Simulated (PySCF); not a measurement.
Species: C7H9NO.
Atom-mapped SMILES: `[NH2:1][C:2](=[O:3])[C:4]1=[CH:5][CH2:6][CH2:7][CH:8]=[CH:9]1`

Structure used (GFN2-xTB), in Å, numbered top down from 1:
```
atom  x, y, z in Å
N1     2.830   -0.675   -0.519
C2     2.157    0.400   -0.032
O3     2.739    1.369    0.413
C4     0.674    0.295   -0.084
C5    -0.063    1.032    0.757
C6    -1.556    0.976    0.738
C7    -2.045   -0.407    0.306
C8    -1.274   -0.897   -0.884
C9     0.008   -0.580   -1.044
H10    3.834   -0.675   -0.444
H11    2.365   -1.534   -0.751
H12    0.424    1.715    1.437
H13   -1.913    1.735    0.030
H14   -1.962    1.231    1.718
H15   -1.901   -1.119    1.129
H16   -3.113   -0.378    0.085
H17   -1.783   -1.550   -1.577
H18    0.570   -0.930   -1.898
```

Definitions: NICS(0) = −σiso at the ring centroid; NICS(1) = −σiso and NICS(1)zz = −σzz at ±1 Å along the ring normal z. Level: GIAO PBE0/pcSseg-1 (PySCF, non-relativistic, gas phase) on the GFN2-xTB geometry, one conformer.

Ring bond lengths (Å), with Mayer bond orders in brackets: C4–C5 1.340 (1.79), C5–C6 1.495 (1.05), C6–C7 1.530 (1.05), C7–C8 1.500 (1.04), C8–C9 1.330 (1.85), C9–C4 1.459 (1.03).

**Question.** What do the NICS probes read (ppm)?

**Answer.** 
| ring | type | NICS(0) | NICS(1), two faces | NICS(1)zz, two faces | rms pucker (Å) | centre to ring atoms, mean (Å) |
| --- | --- | --- | --- | --- | --- | --- |
| C4–C5–C6–C7–C8–C9 | 6-membered carbocycle; formal bonds 2 double, 4 single | 1.6 | -1.6 / -1.5 | 2.7 / 3.3 | 0.17 | 1.42 |

**Question.** What can be read from them?

**Answer.** 
- C4–C5–C6–C7–C8–C9: mean NICS(1)zz 3.0 ppm, deshielded. C6, C7 have four or more neighbours, and the NICS criterion for π rings isn't applied.

**Question.** What is the mean of the two in-plane components of NICS at the second NICS(1) probe listed for ring C4–C5–C6–C7–C8–C9, 1 Å off the ring?

**Answer.** The isotropic value is a third of the trace: (3 × -1.5 − (3.3))/2 = -3.9 ppm.

**Question.** Give the inner angles of the rings and the Hirshfeld charges of the ring atoms.

**Answer.** 
- C4–C5–C6–C7–C8–C9: C4 119.5° (-0.030 e), C5 121.4° (-0.016 e), C6 110.9° (-0.064 e), C7 110.8° (-0.067 e), C8 120.9° (-0.037 e), C9 120.2° (-0.067 e); sum 703.6° against 720° for a flat convex ring.
